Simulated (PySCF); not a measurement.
Coordinates in bohr (charge 0 multiplicity 1):
```
Os   -0.3444    0.0000    0.0000
S     3.4838    0.0000   -1.9588
S     3.4838    0.0000    1.9588
S    -2.4500   -3.3100    0.0000
S    -2.4500    3.3100    0.0000
```

Computed with PBE0 in PySCF with Os def2-SVP with ECP60, S def2-SVP; scalar-relativistic core potentials, no spin–orbit coupling; density-fitted integrals.

This geometry of OsS4 is a stationary point at this level.

(1) What is the point group?

(2) Is it a minimum?

(3) Which band is strongest in the infrared?

(4) Give the atomic charges and bond orders.

Results:

(1) C2v.

(2) Yes: all harmonic wavenumbers are real.

(3) 557 cm⁻¹ (a1), 61 km/mol.

(4) 
```tsv
atom	Mulliken	Löwdin	polar tensor	Mayer order to Os1
Os1	0.26	-0.99	0.85	–
S2,3	-0.05	0.22	-0.11	0.98
S4,5	-0.08	0.28	-0.32	1.85
```
Other Mayer orders above 0.3: S–S 0.44, S–S 1.06.

Other isomers or separated fragments may lie lower. Spin–orbit coupling, left out here, can matter for elements this heavy.
